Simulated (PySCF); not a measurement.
## Basis and Hamiltonian dependence of the excitation energy of Sb(2+)

Sb(2+) [Kr] 4d10 5s2 5p1 (2P) → Sb(2+) [Kr] 4d10 5s1 5p2 (4P). Calculated with PySCF 2.14 from differences of total energies of unrestricted determinants, without spin-orbit coupling. Values in eV.

```csv
basis,Hamiltonian,functions,UHF,PBE,PBE0,MP2 (valence),CCSD(T) (valence),CCSD(T) (valence and next inner shell)
def2-TZVPPD with the def2 core potential (28 electrons),ECP,56,5.572,7.778,7.337,6.303,6.559,7.083
x2c-TZVPPall,spin-free X2C,60,5.623,7.692,7.285,6.335,6.587,7.126
"x2c-TZVPPall with one added diffuse shell each of s, p, d, f type",spin-free X2C,76,5.607,7.681,7.273,6.323,6.575,7.116
def2-QZVPPD with the def2 core potential (28 electrons),ECP,88,5.570,7.780,7.338,6.352,6.583,n/a
aug-cc-pVQZ-PP with ECP28MDF,ECP,92,5.571,7.780,7.338,6.353,6.583,n/a
aug-cc-pVQZ-DK3,spin-free X2C,102,5.580,7.673,7.260,6.350,6.580,n/a
aug-cc-pwCVTZ-DK3,spin-free X2C,109,5.571,7.677,7.260,6.329,6.568,n/a
x2c-QZVPPall,spin-free X2C,112,5.573,7.672,7.258,6.346,6.574,n/a
"aug-cc-pwCVTZ-DK3 with one added diffuse shell each of s, p, d, f type",spin-free X2C,125,5.571,7.677,7.260,6.329,n/a,n/a
"x2c-QZVPPall with one added diffuse shell each of s, p, d, f type",spin-free X2C,128,5.574,7.672,7.258,6.347,n/a,n/a
```

Frozen in the all-electron rows: valence and next inner shell: [Ar] 3d10; valence: [Kr] 4d10; with a core potential, the same shells as far as they lie outside it.
